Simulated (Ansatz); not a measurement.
`C1=C[SiH2]O1`, charge 0, multiplicity 1.

Task: Give a relaxed structure at PBE0-D4/def2-TZVP (the Gaussian-basis code of Ansatz). (Estimate.)

Result: Ansatz gave: 
Z-matrix (Å, degrees):
```
Si
C 1 1.829
C 1 2.140 2 38.6
O 1 1.715 2 78.6 3 -0.0
H 1 1.483 2 120.2 3 108.9
H 1 1.483 2 120.3 3 -108.9
H 2 1.076 1 148.0 3 180.0
H 3 1.087 1 169.4 2 -180.0
```
Point group Cs.
